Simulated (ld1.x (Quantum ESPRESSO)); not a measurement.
**Which change was made? (As, TM)**

```
Element                 : arsenic (As)
Generator               : ld1.x (Quantum ESPRESSO) 7.5
Type                    : norm-conserving Troullier–Martins (Kleinman–Bylander form)
Functional              : PBE
Relativity              : scalar-relativistic
Frozen core             : [Ar]
Valence charge          : 15
Reference configuration : 3d10 4s2 4p2 (charge +1)
Partial waves           : 4s (bound): rc 1.15 bohr; 4p (bound): rc 2.05 bohr; 3d (bound): rc 1.25 bohr
Local potential         : all-electron potential smoothed inside 0.90 bohr (lloc = -1)
Core correction         : none
```

Cutoffs, loose and tight: the cutoffs (Ry, on a coarse ladder) from which the occupation-weighted sum of valence levels, in a spherical-Bessel basis at the reference potential, stays within 10 and 1 mRy of its value at 400 Ry. They do not see the model core or the augmentation charge, which bear on the density cutoff. Test errors are all-electron minus pseudo excitation energies from the reference, over the configurations 3d10 4s2 4p3; 3d10 4s2 4p1; 3d10 4s2 4p0; 3d10 4s2 4p3.3; 3d9 4s2 4p3; 3d10 4s1 4p0; 3d9 4s2 4p4; variants that change the core or the reference have their own tests.

The base gives: outcome: generated; cutoff, loose: 200 Ry; cutoff, tight: over 300 Ry; bound ghosts: s; largest test error (meV): -158.

(1) After one change the result is: outcome: generated; cutoff, loose: 200 Ry; cutoff, tight: over 300 Ry; bound ghosts: s; largest test error (meV): -94. Which change was it?
A. wave 4p (bound): rc 2.05 bohr becomes 4p (bound): rc 1.80 bohr
B. wave 4p (bound): rc 2.05 bohr becomes 4p (bound): rc 1.38 bohr
C. wave 4p (bound): rc 2.05 bohr becomes 4p (bound): rc 2.22 bohr

Answers

(1) C. The others give: wave 4p (bound): rc 2.05 bohr becomes 4p (bound): rc 1.80 bohr → outcome: generated; cutoff, loose: 200 Ry; cutoff, tight: over 300 Ry; bound ghosts: s; largest test error (meV): -215 | wave 4p (bound): rc 2.05 bohr becomes 4p (bound): rc 1.38 bohr → outcome: generated; cutoff, loose: 200 Ry; cutoff, tight: over 300 Ry; bound ghosts: s; largest test error (meV): +433.
